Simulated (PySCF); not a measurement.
W (SMILES [W]), quintet (core potentials on W); PBE0/def2-SVPD (PySCF).

Here is a job for PySCF.
```python
from pyscf import gto, scf, dft

mol = gto.Mole()
mol.atom = '''
    W     0.000000    0.000000    0.000000
'''
mol.basis = 'def2-svpd'
mol.ecp = {'W': 'def2-svpd'}
mol.charge = 0
mol.spin = 4
mol.verbose = 4
mol.build()

mf = dft.UKS(mol)
mf.xc = 'pbe0'
mf.grids.atom_grid = (99, 590)
mf.grids.prune = None
mf.kernel()
```

Question: Write the output that PySCF gives for this input, abridged.

Answer: 
```
PySCF version 2.14.0

[INPUT] verbose = 4
[INPUT] num. atoms = 1
[INPUT] num. electrons = 14
[INPUT] charge = 0
[INPUT] spin (= nelec alpha-beta = 2S) = 4
[INPUT] symmetry False subgroup None
[INPUT] Mole.unit = angstrom
[INPUT] Symbol           X                Y                Z      unit          X                Y                Z       unit  Magmom
[INPUT]  1 W      0.000000000000   0.000000000000   0.000000000000 AA    0.000000000000   0.000000000000   0.000000000000 Bohr   0.0

nuclear repulsion = 0
number of shells = 13
number of NR pGTOs = 60
number of NR cGTOs = 35
basis = def2-svpd
ecp = {'W': 'def2-svpd'}

******** <class 'pyscf.dft.uks.UKS'> ********
method = UKS
initial guess = minao
damping factor = 0
level_shift factor = 0
DIIS = <class 'pyscf.scf.diis.CDIIS'>
diis_start_cycle = 1
diis_space = 8
diis_damp = 0
SCF conv_tol = 1e-09
SCF conv_tol_grad = None
SCF max_cycles = 50
direct_scf = True
direct_scf_tol = 1e-13
number electrons alpha = 9  beta = 5
XC library pyscf.dft.libxc version 7.1.2
    S. Lehtola, C. Steigemann, M. J. T. Oliveira, and M. A. L. Marques,  SoftwareX 7, 1–5 (2018)
XC functionals = pbe0
    C. Adamo and V. Barone,  J. Chem. Phys. 110, 6158 (1999)
    M. Ernzerhof and G. E. Scuseria,  J. Chem. Phys. 110, 5029 (1999)
radial grids:
    Treutler-Ahlrichs [JCP 102, 346 (1995); DOI:10.1063/1.469408] (M4) radial grids

becke partition: Becke, JCP 88, 2547 (1988); DOI:10.1063/1.454033
pruning grids: None
grids dens level: 3
symmetrized grids: False
atomic radii adjust function: <function treutler_atomic_radii_adjust>
User specified grid scheme (99, 590)
small_rho_cutoff = 0
Set gradient conv threshold to 3.16228e-05
tot grids = 58416
init E= -54.8499209895965

cycle= 1 E= -66.6797554638834  delta_E= -11.8  |g|= 0.342  |ddm|= 5.01
cycle= 2 E= -66.5927542621545  delta_E= 0.087  |g|= 0.659  |ddm|= 2.18
cycle= 3 E= -66.864452729491  delta_E= -0.272  |g|= 0.215  |ddm|= 1.19
cycle= 4 E= -66.8993730828805  delta_E= -0.0349  |g|= 0.0122  |ddm|= 0.677
cycle= 5 E= -66.899678268764  delta_E= -0.000305  |g|= 0.00479  |ddm|= 0.0827
cycle= 6 E= -66.8997486326085  delta_E= -7.04e-05  |g|= 0.00119  |ddm|= 0.0265
cycle= 7 E= -66.8997666657316  delta_E= -1.8e-05  |g|= 0.000625  |ddm|= 0.0184
cycle= 8 E= -66.8997708790474  delta_E= -4.21e-06  |g|= 0.000671  |ddm|= 0.00489
cycle= 9 E= -66.8997572060479  delta_E= 1.37e-05  |g|= 0.00015  |ddm|= 0.0244
cycle= 10 E= -66.8997566107624  delta_E= 5.95e-07  |g|= 1.74e-05  |ddm|= 0.00645
cycle= 11 E= -66.8997566147546  delta_E= -3.99e-09  |g|= 1.28e-05  |ddm|= 0.000268
cycle= 12 E= -66.8997566192908  delta_E= -4.54e-09  |g|= 8.34e-06  |ddm|= 0.000352
cycle= 13 E= -66.8997566217107  delta_E= -2.42e-09  |g|= 2.18e-06  |ddm|= 0.000431
cycle= 14 E= -66.8997566217577  delta_E= -4.7e-11  |g|= 4.49e-07  |ddm|= 7.48e-05
Extra cycle  E= -66.8997566217578  delta_E= -4.26e-14  |g|= 3.25e-07  |ddm|= 2.77e-06
converged SCF energy = -66.8997566217578  <S^2> = 6.0106336  2S+1 = 5.0042516
```
